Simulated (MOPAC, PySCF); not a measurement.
Br3Ga, SMILES `[Br][Ga]([Br])[Br]`, neutral singlet in the gas phase. 

Cartesian coordinates (Å):
SMILES: [Br][Ga]([Br])[Br]
```xyz
4

Br     2.1553    -0.6823     0.0355
Ga     0.0001     0.0000     0.0000
Br    -1.6679    -1.5252    -0.0617
Br    -0.4875     2.2076     0.0261
```
Charge 0, spin multiplicity 1.

All levels are single points at this geometry (PBE0-D3(BJ)/def2-TZVP); Pople sets use spherical d functions. Orbital energies aren't observables, and empty levels follow the basis.

```tsv
level	HOMO (eV)	LUMO (eV)	gap (eV)	dipole (D)	vertical IE, Delta-SCF (eV)
PBE-D3(BJ)/def2-TZVP in PySCF	-7.41	-3.09	4.31	0.00	10.03
PBE0-D3(BJ)/def2-TZVP in PySCF	-8.71	-2.22	6.48	0.00	10.57
ωB97X-D3(BJ)/def2-TZVP in PySCF	-11.12	-0.20	10.91	0.00	11.24
M06-2X/6-31G* in PySCF	-9.92	-1.40	8.52	0.00	–
HF/6-31G* in PySCF	-11.61	1.06	12.68	0.00	11.08
PM6 in MOPAC	-11.27	-2.41	8.86	0.00	–
```
